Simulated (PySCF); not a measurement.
Isomers of C4H9O2P, one GFN2-xTB conformer each. Single-point energies are computed at PBE0/pcSseg-1 (PySCF, gas phase, no added dispersion term), electronic only.

```csv
SMILES,GFN2-xTB relative energy (kJ/mol)
CO/C=P\COC,146.6
CCPC(=O)OC,0.0
```

Conformers: `[CH3:1][O:2]/[CH:3]=[P:4]\[CH2:5][O:6][CH3:7]` with C1–O2–C3–P4 180°, C3–P4–C5–O6 92°, P4–C5–O6–C7 69°; `[CH3:1][CH2:2][PH:3][C:4](=[O:5])[O:6][CH3:7]` with C1–C2–P3–C4 84°, C2–P3–C4–O5 -32°, P3–C4–O6–C7 176°.

What does PBE0/pcSseg-1 give for the same structures?

```tsv
SMILES	PBE0/pcSseg-1 E (Eh)	PBE0/pcSseg-1 (kJ/mol)	GFN2-xTB (kJ/mol)	point group
CCPC(=O)OC	-649.11670	0.0	0.0	C1
CO/C=P\COC	-649.03919	203.5	146.6	C1
```

Both levels put the same isomer lowest. As drawn, the lower has a C=O bond and a C(=O)–O unit, which the higher lacks.

Which frontier levels, dipoles and rotational constants go with these structures?

```csv
SMILES,"HOMO (eV, PBE0/pcSseg-1)",LUMO (eV),dipole (D),"A, B, C (MHz)"
CCPC(=O)OC,-7.22,-0.05,1.57,"4823, 1226, 1039"
CO/C=P\COC,-6.39,-1.08,2.20,"4014, 1159, 985.6"
```
